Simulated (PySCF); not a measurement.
Compound: C8H13 (doublet state).
Numbering: `[CH3:1][C@H:2]1[CH:3][C@@H:4]2[CH2:5][CH2:6][C@H:7]1[CH2:8]2` (hydrogens: H9, H10, H11 on C1; H12 on C2; H13 on C3; H14 on C4; H15, H16 on C5; H17, H18 on C6; H19 on C7; H20, H21 on C8)

Geometry (PBE0-D3(BJ)/def2-SVP, Å), atoms numbered from 1 in this order:
```xyz
21
C8H13 angstrom
C     -2.453    0.163   -0.129
C     -1.015   -0.109   -0.570
C     -0.197    1.134   -0.795
C      0.981    1.089    0.127
C      1.943    0.002   -0.418
C      1.146   -1.307   -0.178
C     -0.150   -0.823    0.495
C      0.371    0.353    1.332
H     -2.484    0.750    0.802
H     -2.998   -0.778    0.042
H     -2.997    0.735   -0.896
H     -1.061   -0.726   -1.490
H     -0.298    1.801   -1.655
H      1.466    2.056    0.324
H      2.192    0.167   -1.477
H      2.891    0.009    0.145
H      0.942   -1.860   -1.108
H      1.696   -1.991    0.488
H     -0.691   -1.610    1.042
H      1.120    0.051    2.081
H     -0.422    0.928    1.835
```

The hyperfine couplings belong to this conformer and change with its torsions.

The calculation used UKS B3LYP, IGLO-III on C, pcH-1 on H, non-relativistic, mean-field spin-orbit, GIAO (PySCF 2.14.0). Geometry: PBE0-D3(BJ)/def2-SVP; no solvent, vibrations or thermal averaging. Stability of the SCF solution: not tested.

Principal values of hyperfine tensors in MHz (contact and dipolar terms together), for some of the nuclei:

| atom | isotope | A1 | A2 | A3 |
| --- | --- | --- | --- | --- |
| H12 | 1H | 71.02 | 72.75 | 83.91 |
| C5 | 13C | 69.09 | 69.49 | 85.50 |
| C1 | 13C | 67.99 | 68.11 | 79.85 |
| H13 | 1H | -95.83 | -58.44 | -21.18 |
| C2 | 13C | -30.67 | -27.90 | -26.26 |
| H16 | 1H | 23.47 | 25.30 | 31.74 |
| C4 | 13C | -27.75 | -25.61 | -23.23 |
| H14 | 1H | 12.16 | 13.00 | 25.08 |

**Question.** Give the isotropic coupling of each nucleus in MHz and in mT (g = 2.0025), and the anisotropic part.

**Answer.** a_iso is a third of the trace, T = A − a_iso, and a(mT) = a(MHz)/(g × 13.996).

```tsv
atom	a_iso (MHz)	a_iso (mT)	T1	T2	T3
H12	75.89	2.708	-4.87	-3.15	8.02
C5	74.69	2.665	-5.61	-5.20	10.80
C1	71.98	2.568	-4.00	-3.87	7.87
H13	-58.48	-2.087	-37.35	0.04	37.31
C2	-28.28	-1.009	-2.39	0.38	2.01
H16	26.84	0.958	-3.37	-1.54	4.91
C4	-25.53	-0.911	-2.22	-0.08	2.30
H14	16.75	0.598	-4.58	-3.75	8.33
```

**Question.** What spin density at the nucleus of C4 lies behind its contact coupling (g_N = 1.40482)?

**Answer.** a_FC = 800.24 MHz bohr³ × g_N × ρ(0)/(2S). With a_FC = -25.53 MHz and 2S = 1, ρ(0) = -0.02271 bohr⁻³.

**Question.** C3 (13C, g_N = 1.40482) isn't in the table. Its spin density at the nucleus is 0.09105 bohr⁻³. What is its contact coupling?

**Answer.** By the same relation, a_FC = 102.4 MHz. Its full tensor has the principal values 25.04, 25.34, 256.69 MHz.

**Question.** Name the largest traceless tensor T of the table and describe it.

**Answer.** H13: -37.3, 0.0, 37.3 MHz, rhombic: the two smaller values differ by 100 % of the largest.

**Question.** What first-order splitting does H12 cause when the field lies along A1, A2 or A3 of its tensor (g taken as isotropic, no quadrupole term)?

**Answer.** 2 lines (I = 1/2), spaced by |A_i|/(g × 13.996): 2.53, 2.60, 2.99 mT along the axes of A1, A2 and A3.
